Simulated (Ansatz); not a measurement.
`[OH][Ga]([Cl])[Cl]` + H–F → `[F][Ga]([Cl])[Cl]` + H₂O at 500 K and 1 bar (ligand exchange at a Ga–O bond).

Gas-phase electronic energies from Ansatz, PBE0-D4/def2-TZVP geometries. CCSD(T)/CBS is the MP2 limit (def2-TZVPP, def2-QZVPP) plus CCSD(T) − MP2 in def2-TZVPP, frozen cores. This one scheme is used for every species. For Ga outer-core shells are correlated without core-valence functions, which leaves a few kJ/mol of doubt a bond. Scalar relativity is left out up to krypton. One conformer a species, not always the lowest.

| species | CCSD(T)/CBS energy (Eh) | H − E (kJ/mol) | S (J/(mol·K)) |
| --- | --- | --- | --- |
| `[OH][Ga]([Cl])[Cl]` | -2919.41483 | 78.2 | 379.7 |
| H–F | -100.39570 | 39.4 | 188.7 |
| `[F][Ga]([Cl])[Cl]` | -2943.43698 | 44.3 | 362.9 |
| H₂O | -76.37941 | 73.2 | 206.3 |

H − E and S are ideal-gas, rigid-rotor, harmonic terms from PBE0-D4/def2-TZVP, for one conformer and one mirror image of each species. 1 Eh = 2625.50 kJ/mol, R = 8.31446 J/(mol·K).

**Question.** By hand: ΔE, ΔH, ΔS and ΔG.

**Answer.** ΔE = (-2943.43698) + (-76.37941) − (-2919.41483) − (-100.39570) = -0.00586 Eh = -15.4 kJ/mol. Δ(H − E) = 44.3 + 73.2 − 78.2 − 39.4 = -0.1, so ΔH = -15.5 kJ/mol. ΔS = 362.9 + 206.3 − 379.7 − 188.7 = 0.8 J/(mol·K). ΔG = -15.5 − 500 × (0.8)/1000 = -15.9 kJ/mol.

**Question.** By hand: the equilibrium constant, and the temperature at which ΔG would vanish if ΔH and ΔS stayed fixed.

**Answer.** log₁₀ K = −ΔG/(RT ln 10) = 1.7. ΔH and −TΔS have one sign here, so there is no such temperature.

The number of gas molecules stays the same, so ΔS is small and ΔH decides. A doubt of 5 kJ/mol in ΔE shifts log₁₀ K by 0.5 here. Other conformers and mirror images would add mixing entropy, several J/(mol·K) or more a flexible species. These are equilibria of isolated gas molecules and say nothing of rates. Largest T1 diagnostic: 0.012 (customary marks: 0.02 for closed shells, 0.045 for open ones).

ΔS is within the doubt of such terms, so its sign, and with it that verdict, could turn.
